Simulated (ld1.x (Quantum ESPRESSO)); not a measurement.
## PBE PAW dataset for fluorine (F), scalar-relativistic all-electron reference.

```
Element                 : fluorine
Generator               : ld1.x (Quantum ESPRESSO) 7.5
Type                    : PAW
Functional              : PBE
Relativity              : scalar-relativistic
Frozen core             : [He]
Valence charge          : 7
Reference configuration : 2s2 2p5
Partial waves           : 2s (bound): rcut 0.60, rcutus 0.65 bohr; 2s channel at 2.05 Ry: rcut 0.60, rcutus 0.65 bohr; 2p (bound): rcut 1.95, rcutus 2.05 bohr; 2p channel at 0.1 Ry: rcut 1.95, rcutus 2.05 bohr; 3d channel at 1.63 Ry: rcut 1.35, rcutus 1.80 bohr; 3d channel at 1.3 Ry: rcut 1.35, rcutus 1.80 bohr
Local potential         : all-electron potential smoothed inside 1.75 bohr (lloc = -2)
Core correction         : a·sin(br)/r model core inside 0.35 bohr
Augmentation charge     : PSQ, radius 0.50 bohr
```

- Cutoffs needed: 80 Ry and 110 Ry (the cutoffs (Ry, on a coarse ladder) from which the occupation-weighted sum of valence levels, in a spherical-Bessel basis at the reference potential, stays within 10 and 1 mRy of its value at 400 Ry)
- Ghost test: no extra level below or beside the all-electron valence levels (s, p, d, f tested) (spherical-Bessel basis up to 400 Ry, 20 bohr box)
- Configuration tests: 2 of 7 tests not solved or not reliable; not counted: 2s2 2p3 (solver errors, printed error -283 eV); 2s2 2p1 (solver errors, printed error +13.3 eV)
- Lowest eigenvalue of the overlap operator: 0.18 (p channel)
- Density cutoff estimated by the generator: 1372 Ry
